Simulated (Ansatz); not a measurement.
Consider the substitution at a C–C bond: `C/C=C\C[SiH3]` + `[OH][AlH2]` → `[AlH2][O]C[SiH3]` + `C=CC`.

Program: Ansatz. Geometries: PBE0-D4/def2-TZVP. ΔE: electronic, gas phase. CCSD(T)/CBS is the MP2 limit (def2-TZVPP, def2-QZVPP) plus CCSD(T) − MP2 in def2-TZVPP, frozen cores. This one scheme is used for every species. Functionals use def2-TZVPP. Each species was taken in one conformer, which may not be the lowest.

`C/C=C\C[SiH3]`:

Cartesian coordinates in Å:
```
C 1.436 1.534 0.019
C 0.710 0.876 -1.104
C 0.090 -0.302 -1.075
C -0.045 -1.221 0.093
Si -1.692 -0.939 0.965
H 0.972 2.493 0.272
H 1.453 0.927 0.925
H 2.472 1.753 -0.261
H 0.690 1.428 -2.041
H -0.410 -0.629 -1.984
H 0.756 -1.082 0.824
H -0.004 -2.265 -0.231
H -2.812 -1.084 -0.003
H -1.888 -1.922 2.067
H -1.730 0.433 1.535
```

`[OH][AlH2]`:

Z-matrix (Å, degrees):
```
Al
O 1 1.696
H 1 1.585 2 119.7
H 1 1.577 2 116.0 3 -180.0
H 2 0.956 1 123.4 3 -0.0
```

`[AlH2][O]C[SiH3]`:

```xyz
11

Al   -1.510   -0.243   -1.774
O    -1.025   -0.243   -0.154
C     0.126   -0.697    0.515
Si    1.117    0.780    1.159
H    -0.560   -0.925   -2.843
H    -2.894    0.444   -2.083
H    -0.168   -1.338    1.355
H     0.767   -1.313   -0.134
H     2.350    0.314    1.851
H     1.502    1.640    0.006
H     0.296    1.581    2.102
```

`C=CC`:

```xyz
9

C    -0.616   -0.260   -1.213
C     0.374    0.056   -0.391
C     0.257    0.161    1.090
H    -1.615   -0.470   -0.842
H    -0.467   -0.320   -2.285
H     1.358    0.259   -0.810
H     0.941   -0.534    1.588
H     0.526    1.165    1.435
H    -0.758   -0.056    1.427
```

```json
{"level": "PBE0", "ΔE (kcal/mol)": "18.3"}
{"level": "HF/def2-TZVPP", "ΔE (kcal/mol)": "14.7"}
{"level": "CCSD(T)/def2-TZVPP", "ΔE (kcal/mol)": "18.8"}
{"level": "MP2/CBS(def2)", "ΔE (kcal/mol)": "21.9"}
```

Question: What does CCSD(T)/CBS give? (Best estimate.)

Answer: Computed: +19.4 kcal/mol. The listed levels differ from it by -1.1, -4.7, -0.6, 2.5 kcal/mol.

Largest T1 diagnostic among the species: 0.013.

From PBE to PBE0 (25 % exact exchange), in def2-TZVPP and without D4, ΔE moves by +0.8 kcal/mol. The D4 term adds +1.2 kcal/mol with B3LYP and +0.7 kcal/mol with PBE0; it sums over pairs of atoms, weighted by their polarisabilities, and B3LYP, whose exchange is more repulsive, gets the larger term. In def2-TZVPP, CCSD(T) changes the Hartree–Fock value by +4.0 kcal/mol (the triples alone add +0.4 kcal/mol) and MP2 by +6.5 kcal/mol.

B3LYP here is the variant with VWN-RPA as its local correlation; programs differ in this.
